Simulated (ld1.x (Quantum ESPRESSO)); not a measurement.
Ag, PAW: configuration errors across variants

silver, PAW, made with ld1.x (Quantum ESPRESSO) 7.5 (LDA (PZ), scalar-relativistic). Core [Kr], reference 4d10 5s1 5p0. Waves: 5s (bound): rcut 1.65, rcutus 2.20 bohr; 5s channel at 0.8 Ry: rcut 1.65, rcutus 2.20 bohr; 5p (bound, empty): rcut 2.80, rcutus 3.55 bohr; 5p channel at 0.85 Ry: rcut 2.80, rcutus 3.55 bohr; 4d (bound): rcut 1.80, rcutus 2.20 bohr; 4d channel at -0.1 Ry: rcut 1.80, rcutus 2.20 bohr. Local part: all-electron potential smoothed inside 2.45 bohr (lloc = -1). Core correction: Bessel-smoothed model core, default radius (core density twice the valence density). Augmentation charge: BESSEL, radius 1.70 bohr.

All-electron excitation energies from the reference (eV): (1) 4d10 5s0 5p0 8.102; (2) 4d9 5s0 5p0 30.485; (3) 4d8 5s0 5p0 66.919; (4) 4d9 5s1 5p1 8.572; (5) 4d10 5s0.5 5p0 3.186; (6) 4d9 5s2 5p0 3.961; (7) 4d7 5s0 5p0 118.846; (8) 4d10 5s1 5p0 spin -0.149; (9) 4d9 5s0 5p0 spin 30.325.

Spin tests fill each open shell by Hund’s rule, majority spin first.

Tests that are not counted but printed errors over 1 eV. “wave 4d channel at -0.1 Ry: rcut 1.80, rcutus 2.20 bohr becomes 4d channel at 0.43 Ry: rcut 1.80, rcutus 2.20 bohr”: 4d8 5s0 5p0 (solver errors, printed error -621 eV); 4d7 5s0 5p0 (solver errors, printed error -500 eV). “wave 4d channel at -0.1 Ry: rcut 1.80, rcutus 2.20 bohr becomes 4d channel at 0.9 Ry: rcut 1.80, rcutus 2.20 bohr”: 4d8 5s0 5p0 (solver errors, printed error -621 eV); 4d7 5s0 5p0 (solver errors, printed error -500 eV).

Errors AE − PS in meV (a dash: test not solved or not reliable):

| change | (1) | (2) | (3) | (4) | (5) | (6) | (7) | (8) | (9) | bound ghosts |
| --- | --- | --- | --- | --- | --- | --- | --- | --- | --- | --- |
| base | -3.5 | -55 | -349 | -29 | -1.1 | -42 | -1103 | -0.2 | -55 | none |
| wave 4d channel at -0.1 Ry: rcut 1.80, rcutus 2.20 bohr becomes 4d channel at -0.4 Ry: rcut 1.80, rcutus 2.20 bohr | -3.4 | -55 | -349 | -29 | -1.0 | -43 | -1106 | -0.2 | -55 | none |
| wave 4d channel at -0.1 Ry: rcut 1.80, rcutus 2.20 bohr becomes 4d channel at -0.3 Ry: rcut 1.80, rcutus 2.20 bohr | -3.4 | -56 | -352 | -30 | -1.0 | -43 | -1115 | -0.2 | -56 | none |
| wave 4d channel at -0.1 Ry: rcut 1.80, rcutus 2.20 bohr becomes 4d channel at 0.43 Ry: rcut 1.80, rcutus 2.20 bohr | -3.4 | -53 | – | -25 | -1.1 | -39 | – | -0.2 | -53 | none |
| wave 4d channel at -0.1 Ry: rcut 1.80, rcutus 2.20 bohr becomes 4d channel at 0.9 Ry: rcut 1.80, rcutus 2.20 bohr | -3.4 | -52 | – | -25 | -1.1 | -38 | – | -0.2 | -52 | none |
| wave 4d channel at -0.1 Ry: rcut 1.80, rcutus 2.20 bohr becomes 4d channel at 2.15 Ry: rcut 1.80, rcutus 2.20 bohr | -4.0 | -53 | -322 | -34 | -1.2 | -38 | -1028 | -0.3 | -53 | none |
| wave 4d channel at -0.1 Ry: rcut 1.80, rcutus 2.20 bohr becomes 4d channel at 6.31 Ry: rcut 1.80, rcutus 2.20 bohr | -7.3 | -65 | -290 | -25 | -1.9 | -21 | -856 | -0.2 | -65 | none |

Question: Give the same row for: wave 4d channel at -0.1 Ry: rcut 1.80, rcutus 2.20 bohr becomes 4d channel at -0.02 Ry: rcut 1.80, rcutus 2.20 bohr.

Answer: -3.4, -55, -345, -29, -1.0, -42, -1089, -0.2, -55; bound ghosts: none.
